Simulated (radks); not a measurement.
Spherical quantum dot in the effective-mass picture: electrons in a parabolic well V = omega^2 r^2 / 2 with omega = 3.89, with a point charge +1 (a donor) at the centre, all in effective atomic units (hartree* = m*/eps^2 hartree, bohr* = eps/m* bohr), one dielectric constant everywhere. Calculated with a radial shooting solver with Libxc functionals: non-relativistic Kohn-Sham, PBEsol, spin-polarised, spherical densities. Levels are named by radial order and angular momentum (1s, 1p, 1d, 2s, ...), and open shells are averaged over m. Results are scaled to m* = 0.071 and eps = 13.9, for which hartree* = 10 meV and bohr* = 10.36 nm.

N = 12, configuration 1s2 1p6 1d(up 2, down 0) 2s2. This is the lowest configuration that the search found. Occupied and some empty levels:

level,occupation,eigenvalue (meV),<r> (nm)
1s up,1,167.87,6.489
1s down,1,168.50,6.446
1p up,3,199.92,8.864
1p down,3,200.94,8.843
2s up,1,229.23,9.349
2s down,1,230.04,9.374
1d up,2,230.96,10.45
1d down,0,232.10,10.45
1f up,0,263.09,11.74
1f down,0,264.23,11.76
2p up,0,266.10,10.83
2p down,0,266.83,10.84
1g up,0,296.32,12.87
1g down,0,297.38,12.90

Energy (meV): total 1737.53, kinetic 516.66, external 573.67, Hartree 756.46, exchange-correlation -109.26.
